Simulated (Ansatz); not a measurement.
A nudged elastic band was laid between two geometries of ClF$_{4}$H$_{2}$STa (9 atoms, charge 0, multiplicity 1).

All numbers below come from RKS B3LYP/def2-SVP (Ansatz 0.2.0).

* movable images: 7
* climbing image: yes
* spring: 5.0 eV/Å²
* optimiser: quadratic models (default)
* start path: through a guess of the saddle point
* force threshold: 0.03 eV/Å
* iteration limit: 60
* end points: relaxed

Image 0:

```xyz
9
Properties=species:S:1:pos:R:3
Ta -0.007 0.056 0.137
Cl 2.293 0.571 0.016
F 0.031 0.434 1.986
F 0.192 -1.008 -1.415
F -0.685 1.637 -0.564
F -1.661 -0.817 0.417
S 0.836 -2.458 1.286
H 0.935 -3.134 0.116
H 2.167 -2.218 1.344
```

Image 8:

```xyz
9
Properties=species:S:1:pos:R:3
Ta -0.426 -0.091 0.222
Cl 3.601 -1.188 -0.157
F 0.246 0.988 1.614
F 0.651 0.748 -1.048
F -2.183 0.474 0.484
F -0.942 -1.424 -1.015
S 0.338 -1.890 1.642
H -0.012 -2.899 0.808
H 2.828 -1.654 0.773
```

Q: Which bonds break or form, and what moves?

A: Bonds broken: Ta1–Cl2, S7–H9. Bonds formed: Cl2–H9. ClF4H2STa becomes ClH + F4HSTa.

Q: What energy profile does the band end with?

A: The forces met the threshold. The highest image is number 6 of 0 to 8, 0.94 eV above the first end and 0.11 eV above the last; the last end lies 0.82 eV above the first. The profile has 2 maxima (images 2, 6) with wells between them (image 5): this band takes more than one step, which may be the mechanism or a detour left from its start path. A vibrational analysis at the climbing image gives one clearly imaginary mode, 394i cm⁻¹: a first-order saddle point. The orbitals stay closed-shell, which can raise the energy where a bond breaks towards radicals; this wasn't checked here.

```
image  path coordinate (Å)  energy (eV)  Ta1–Cl2 (Å)  S7–H9 (Å)  Cl2–H9 (Å)
    0                 0.00         0.00         2.36       1.35        3.09
    1                 1.17         0.18         2.35       1.35        3.07
    2                 2.34         0.43         2.36       1.35        3.08
    3                 3.51         0.37         2.37       1.35        3.11
    4                 4.68         0.07         2.36       1.35        3.28
    5                 5.84         0.05         2.38       1.36        2.65
    6                 7.01         0.94         2.71       1.78        1.48
    7                 8.22         0.82         3.14       3.01        1.30
    8                 9.43         0.82         4.19       2.65        1.30
```

Q: What is the geometry of the highest image?

A: 
```xyz
9
Properties=species:S:1:pos:R:3
Ta 0.006 -0.130 0.101
Cl 2.572 -0.906 -0.261
F 0.690 0.940 1.492
F 0.492 0.993 -1.312
F -1.756 0.369 0.412
F -0.479 -1.608 -0.966
S 0.508 -1.948 1.864
H 0.115 -3.012 1.124
H 1.953 -1.636 0.870
```

The band took 22 iterations and roughly 25 core-minutes.

Run time: 6.5 min on 4 threads of Arm Neoverse V2, on a shared host, peak memory 0.39 GiB.
